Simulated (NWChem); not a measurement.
Species: MgHSF; SMILES [F][Mg][SH]

```xyz
4

Mg     0.0229    -0.6195     0.0000
F      0.0112    -2.3577     0.0000
S      0.0574     1.6800     0.0000
H     -1.2940     1.7736     0.0000
```
Atoms are numbered in this order, from 1.

The geometry was optimised at B3LYP/6-31G* (spherical d).

Symmetry labels are those of Cs in the frame above (b1 and b2, or b-type labels, depend on it).

Problem. List the 6 lowest vertical singlet excitations from B3LYP/def2-SVPD, TDA (NWChem).

Solution. 
```
state  energy (eV)  oscillator strength  symmetry  leading excitation (squared amplitude)
-----  -----------  -------------------  --------  --------------------------------------
S1            4.25                0.045        a"                      HOMO → LUMO (1.00)
S2            5.50                0.000        a"                    HOMO → LUMO+1 (0.98)
S3            5.65                0.079        a'                    HOMO−1 → LUMO (0.69)
S4            6.13                0.013        a"                    HOMO → LUMO+3 (0.93)
S5            6.42                0.220        a'                    HOMO → LUMO+2 (0.57)
S6            6.84                0.033        a'                    HOMO−3 → LUMO (0.54)
```
